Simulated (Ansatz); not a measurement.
Mulliken charges of `ClC[SiH2][SeH]` from B3LYP/def2-TZVPP in Ansatz (PBE0-D4/def2-TZVP geometry).

| atom | x (Å) | y (Å) | z (Å) | charge (e) |
| --- | --- | --- | --- | --- |
| Cl1 | -0.253 | 2.565 | -0.309 | -0.158 |
| C2 | -0.705 | 0.839 | -0.405 | -0.176 |
| Si3 | 0.785 | -0.189 | 0.106 | 0.293 |
| Se4 | 0.316 | -2.418 | -0.017 | -0.180 |
| H5 | -1.560 | 0.681 | 0.253 | 0.126 |
| H6 | -1.011 | 0.626 | -1.429 | 0.134 |
| H7 | 1.890 | 0.030 | -0.856 | -0.046 |
| H8 | 1.188 | 0.195 | 1.479 | -0.044 |
| H9 | -0.562 | -2.375 | 1.161 | 0.051 |

Question: By hand: the dipole of these point charges (1 e Å = 4.8032 D).

Answer: Σ q r = (-0.163, -0.134, 0.028) e Å, of length 0.213 e Å = 1.02 D.

Question: How does the dipole of the full density compare? (Estimate.)

Answer: Ansatz gave: (-0.179, -0.151, 0.057) e Å, 1.16 D; the point charges give 0.88 times that, at 6° from its direction.

Point charges leave out the atoms' own dipoles, such as those of lone pairs, and Mulliken's split depends on the basis, so the close match here is no proof of good charges.

B3LYP here is the variant with VWN-RPA as its local correlation; programs differ in this.
